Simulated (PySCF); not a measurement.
# C4H7Si: g tensor and hyperfine couplings

Species: C₄H₇Si (doublet state).
Geometry (GFN2-xTB, Å), atoms numbered from 1 in this order:
```xyz
12
C4H7Si angstrom
C      2.8609    0.0556    0.7007
C      1.6315    0.2157    0.1691
C      0.5274    0.3826   -0.3336
C     -0.7910    0.5297   -0.8687
Si    -2.0343   -0.5503    0.1275
H      3.2058    0.6973    1.4917
H      3.5192   -0.7172    0.3463
H     -1.1004    1.5766   -0.8176
H     -0.8062    0.2228   -1.9175
H     -2.0332   -0.1017    1.5187
H     -1.6195   -1.9484    0.0284
H     -3.3591   -0.3633   -0.4709
```

The hyperfine couplings belong to this conformer and change with its torsions.

As a line formula: `[CH2]C#CC[SiH3]` [radical].

The calculation used PySCF 2.14.0, UKS B3LYP, pcH-1 on C H Si, non-relativistic, mean-field spin-orbit, GIAO. Geometry: GFN2-xTB; no solvent, vibrations or thermal averaging. The geometry wasn't refined by DFT: couplings that depend on bond lengths, twists or pyramidal angles can differ widely from those at the functional's own minimum. Stability of the SCF solution: not tested.

| Quantity | Value |
| --- | --- |
| g1, g2, g3 | 2.00213, 2.00297, 2.00312 |
| g_iso | 2.00274 |
| Form of g | close to axial: the two nearest values differ by 15 % of g3 − g1 |
| ⟨S²⟩ | 0.7671 (exact 0.7500) |
| α and β electrons | 23, 22 |
| HOMO–LUMO gap, α and β orbitals | 5.61, 4.85 eV |

Hyperfine couplings atom by atom, in G; T1 to T3 are the principal values of the dipolar part (MHz turned into gauss with g_iso; 10 G = 1 mT):

```
atom  isotope  a_iso  of which spin–orbit     T1     T2    T3  Mulliken spin population
  C1      13C   21.8                  0.0  -21.0  -20.6  41.6                      0.77
  C2      13C  -22.4                  0.0   -6.6   -0.9   7.5                     -0.25
  C3      13C   15.6                  0.0  -15.8  -12.1  27.9                      0.51
  C4      13C   -6.1                  0.0   -0.8   -0.1   0.9                     -0.03
 Si5     29Si  -25.9                  0.0   -4.1    1.9   2.2                      0.04
  H6       1H  -18.2                  0.0   -9.8   -0.2  10.0                     -0.03
  H7       1H  -18.2                  0.0   -9.8   -0.2  10.0                     -0.03
  H8       1H   10.5                  0.0   -1.0   -0.8   1.8                      0.01
  H9       1H   10.5                  0.0   -1.0   -0.8   1.8                      0.01
 H10       1H   -0.7                  0.0   -0.6   -0.3   0.9                      0.00
 H11       1H   -0.7                  0.0   -0.6   -0.3   0.9                      0.00
 H12       1H    5.7                  0.0   -0.5   -0.2   0.7                      0.01
```

The Mulliken spin populations are largest on C1 (+0.77), C3 (+0.51) and C2 (-0.25). The positive populations add up to 1.36 and the negative ones to -0.36, together 2S = 1. The angles at C1 add up to 360.0°, so it is planar; its axial dipolar tensor and the negative couplings of its protons fit spin in a p orbital normal to that plane.

Axes: g3 points within 4° of the C3–C4 bond.

Under fast tumbling the dipolar parts average out, and these isotropic splittings remain: 2 × 1H (H6/H7, I = 1/2, 3 lines) with 1.82 mT, 2 × 1H (H8/H9, I = 1/2, 3 lines) with 1.05 mT and 3 × 1H (H10/H11/H12, I = 1/2, 4 lines) with 0.15 mT.

Nuclei that the bonding pattern makes equivalent are averaged, as if the motion that swaps them (rotation, inversion, ring flip) were fast. The three 1H nuclei of mean +4.1 MHz run from -1.9 to 16.0 MHz in the frozen geometry.

The 13C coupling of C2 (-62.8 MHz) shows only in satellite lines or after enrichment, since that isotope makes up about 1.07 % of natural carbon.

The 29Si coupling of Si5 (-72.7 MHz) shows only in satellite lines or after enrichment, since that isotope makes up about 4.7 % of natural silicon.

Time: 30 s wall (with the writing of density and orbital grids); peak memory 0.69 GiB. Hardware: Arm Neoverse V2, one thread, on a shared host.
